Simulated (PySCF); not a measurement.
# Frontier orbitals and the lowest excitations

Species: CH5Al2Cl3.
Z-matrix (Å and degrees, PBE0-D3(BJ)/def2-SVP geometry), rows numbered from 1:
```
Cl
C   1  1.8148
Al  2  1.9551  1   99.77
Cl  3  2.2980  2  106.55  1   -71.37
Al  4  2.3182  3   90.76  2  -107.57
Cl  5  2.3113  4   89.53  3    -1.43
H   2  1.0996  1  107.52  3   122.03
H   2  1.0994  1  107.49  3  -121.31
H   3  1.5713  2  126.62  1    60.79
H   5  1.5770  4  107.93  3   107.17
H   5  1.5762  4  108.15  3  -110.84
```

Method: TDDFT CAM-B3LYP/def2-SVPD, vertical, gas phase, core orbitals frozen in the response in PySCF 2.14.0, density-fitted response routines.

Frontier orbitals with the atoms that hold most of them (Löwdin shares over 4%, at most four atoms; ? is withheld):

```csv
orbital,ε (eV),atoms
HOMO-3,-10.74,"H9 33%, Al3 25%, Cl6 8%, H11 8%"
HOMO-2,-10.14,"Cl1 78%, C2 13%"
HOMO-1,-10.07,?
HOMO,?,?
LUMO,-0.06,"Al5 24%, Cl6 18%, Al3 15%, Cl4 13%"
LUMO+1,0.58,"Al3 28%, Al5 21%, Cl6 12%, Cl4 10%"
LUMO+2,0.72,"Al5 44%, Cl4 13%, Cl6 13%, Al3 9%"
```

(1) Which atoms hold the HOMO, and with what shares?

(2) Which atoms hold the HOMO-1, and with what shares?

(3) What is the HOMO energy, and the HOMO–LUMO gap?

Results:

(1) Cl1 (bonded to C) 44%; C2 (bonded to Al, Cl and 2 H) 28%; Al3 (bonded to C, 2 Cl and H) 11%.

(2) Al5 (bonded to 2 Cl and 2 H) 29%; H10 (bonded to Al) 24%; H11 (bonded to Al) 21%; Cl4 (bonded to 2 Al) 8%. By element: hydrogen 45% or more, aluminium 29% or more, chlorine 8% or more.

(3) ε(HOMO) = -9.32 eV; the gap is 9.26 eV (0.3403 hartree).

Q: How does S1 compare with the orbital gap of 9.26 eV?

A: S1 is at 6.26 eV (f = 0.046), 3.00 eV below the gap, made of HOMO→LUMO (54%), HOMO→LUMO+3 (17%), HOMO→LUMO+4 (9%). 

Next come S2 at 6.70 eV (f 0.0020), HOMO-1→LUMO (65%); S3 at 6.99 eV (f 0.0010), HOMO→LUMO+1 (18%), HOMO→LUMO (17%), HOMO→LUMO+6 (14%); S4 at 7.04 eV (f 0.0052), HOMO-2→LUMO (34%), HOMO-2→LUMO+3 (23%), HOMO-2→LUMO+4 (15%); S5 at 7.18 eV (f 0.0037), HOMO→LUMO+4 (41%), HOMO→LUMO+1 (24%), HOMO→LUMO+2 (13%).

Löwdin shares depend on the basis, the more so with diffuse functions.

One conformer stands for the species.
